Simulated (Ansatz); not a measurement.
`CC(=S)CI` + CH₃OH → `COCI` + `CC=S` at 600 K and 1 bar (substitution at a C–C bond).

Calculated with Ansatz (gas phase, PBE0-D4/def2-TZVP geometries, no zero-point term in ΔE). CCSD(T)/CBS is the MP2 limit (def2-TZVPP, def2-QZVPP) plus CCSD(T) − MP2 in def2-TZVPP, frozen cores. This one scheme is used for every species. Elements past krypton have def2 core potentials. For I outer-core shells are correlated without core-valence functions, which leaves a few kJ/mol of doubt a bond. Each species was taken in one conformer, which may not be the lowest.

```csv
species,CCSD(T)/CBS energy (Eh),H − E (kJ/mol),S (J/(mol·K))
`CC(=S)CI`,-812.36761,246.6,440.8
CH₃OH,-115.61712,163.6,277.3
`COCI`,-451.70656,231.5,388.1
`CC=S`,-476.26007,176.5,323.6
```

H − E and S are ideal-gas, rigid-rotor, harmonic terms from PBE0-D4/def2-TZVP, for one conformer and one mirror image of each species. 1 Eh = 2625.50 kJ/mol, R = 8.31446 J/(mol·K).

By hand: ΔE, ΔH, ΔS and ΔG.

ΔE = (-451.70656) + (-476.26007) − (-812.36761) − (-115.61712) = 0.01810 Eh = 47.5 kJ/mol. Δ(H − E) = 231.5 + 176.5 − 246.6 − 163.6 = -2.2, so ΔH = 45.3 kJ/mol. ΔS = 388.1 + 323.6 − 440.8 − 277.3 = -6.4 J/(mol·K). ΔG = 45.3 − 600 × (-6.4)/1000 = 49.1 kJ/mol.

By hand: the equilibrium constant, and the temperature at which ΔG would vanish if ΔH and ΔS stayed fixed.

log₁₀ K = −ΔG/(RT ln 10) = -4.3. ΔH and −TΔS have one sign here, so there is no such temperature.

The number of gas molecules stays the same, so ΔS is small and ΔH decides. A doubt of 5 kJ/mol in ΔE shifts log₁₀ K by 0.4 here. Other conformers and mirror images would add mixing entropy, several J/(mol·K) or more a flexible species. Modes under 60 cm⁻¹, often nearly free rotors, make the harmonic entropy too high. These are equilibria of isolated gas molecules and say nothing of rates. Largest T1 diagnostic: 0.016 (customary marks: 0.02 for closed shells, 0.045 for open ones).

ΔS is within the doubt of such terms, so its sign, and with it that verdict, could turn.
